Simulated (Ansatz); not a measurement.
Molecule: C₂H₆GeI, net charge 0, doublet state. It need not be the lowest isomer of its formula. 
Geometry from a B3LYP-D3(BJ)/def2-TZVP (Ansatz, an electronic-structure program) optimisation:
```
Ge
C 1 1.9836
H 2 1.0875 1 110.40
H 2 1.0904 3 109.68 1 -120.56
H 2 1.0912 3 109.43 4 -120.15
C 1 1.9836 2 110.25 3 175.10
H 6 1.0875 1 110.40 2 -175.10
H 6 1.0904 7 109.68 1 120.56
H 6 1.0912 7 109.43 8 120.15
I 1 2.5725 2 107.04 3 59.01
```
Charge 0, spin multiplicity 2.

Property: atomisation energy (electronic, to ground-state atoms), in eV. Cores are frozen in the correlated levels unless marked. Open shells are spin-unrestricted. No spin-orbit coupling. The frozen core is the preceding noble-gas configuration, with the filled d and f shells of earlier blocks. In def2 rows, elements after Kr have scalar-relativistic effective core potentials. The coupled-cluster limit lacks core correlation, which all-electron functionals hold. Basis-set limits of correlation are two-point, X^-3; Hartree-Fock from the larger set.

```json
[
 {"level": "PBE-D4/def2-TZVPD", "program": "Ansatz + dftd4", "atomisation energy (eV)": "35.29"},
 {"level": "revPBE-D4/def2-TZVPD", "program": "Ansatz + dftd4", "atomisation energy (eV)": "?"},
 {"level": "B3LYP/def2-TZVPD", "program": "Ansatz", "atomisation energy (eV)": "?"},
 {"level": "PBE0-D4/def2-TZVPD", "program": "Ansatz + dftd4", "atomisation energy (eV)": "34.94"},
 {"level": "PBE0/def2-QZVPP", "program": "Ansatz", "atomisation energy (eV)": "34.75"},
 {"level": "B2PLYP/def2-TZVPD", "program": "Ansatz", "atomisation energy (eV)": "?"},
 {"level": "CCSD/def2-TZVPP", "program": "Ansatz", "atomisation energy (eV)": "33.47"},
 {"level": "CCSD(T)/CBS(def2-TZVPP,def2-QZVPP)", "program": "Ansatz", "atomisation energy (eV)": "34.71"}
]
```

Q: What belongs in the gaps?

A: 
- revPBE-D4/def2-TZVPD, atomisation energy (eV): 34.54
- B3LYP/def2-TZVPD, atomisation energy (eV): 34.33
- B2PLYP/def2-TZVPD, atomisation energy (eV): 34.16
